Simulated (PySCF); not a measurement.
# Computed vibrations of [SmH4]−

[SmH4]− (singlet in the valence; each metal's 4f electrons, 5 of them, lie in its core potential, out of spins and levels). PySCF 2.14.0, RKS PBE0, Sm lcecp-1-SVP with ECP51, H def2-SVP; non-relativistic Hamiltonian with scalar-relativistic core potentials where named; density fitting; no spin-orbit coupling. Central differences of gradients.

```xyz
5

Sm    0.0000    0.0000    0.0000
H     1.2350    1.2350    1.2350
H    -1.2350   -1.2350    1.2350
H     1.2350   -1.2350   -1.2350
H    -1.2350    1.2350   -1.2350
```

Run from Python with OMP_NUM_THREADS=2. Where DIIS fails, smearing, a level shift and second-order steps follow.
It took 4.2 s on 2 threads of Arm Neoverse V1 (shared host).

(1) What are the harmonic wavenumbers and infrared intensities?

(2) Is this a minimum?

An lcecp potential fixes the number of 4f electrons, so in runs with it no electron can move into or out of that shell.

## Answers

(1) Modes are labelled in Td; negative numbers are unstable modes, those under 60 cm⁻¹ near the noise; a finer grid moves soft modes by up to 10 cm⁻¹.
| cm⁻¹ | km/mol | symmetry |
| --- | --- | --- |
| 450 | 438.5 | t2 |
| 450 | 438.5 | t2 |
| 450 | 438.5 | t2 |
| 496 | 0.0 | e |
| 496 | 0.0 | e |
| 1209 | 1196.3 | t2 |
| 1209 | 1196.3 | t2 |
| 1209 | 1196.3 | t2 |
| 1319 | 0.0 | a1 |

(2) Yes. Ideal gas at 298.15 K and 1 bar: S = 262.1 J/(mol K), Cp = 64.0 J/(mol K), H − H(0 K) = 13.3 kJ/mol (rigid rotor, harmonic modes, spin degeneracy alone, that of the 4f electrons in the core included).
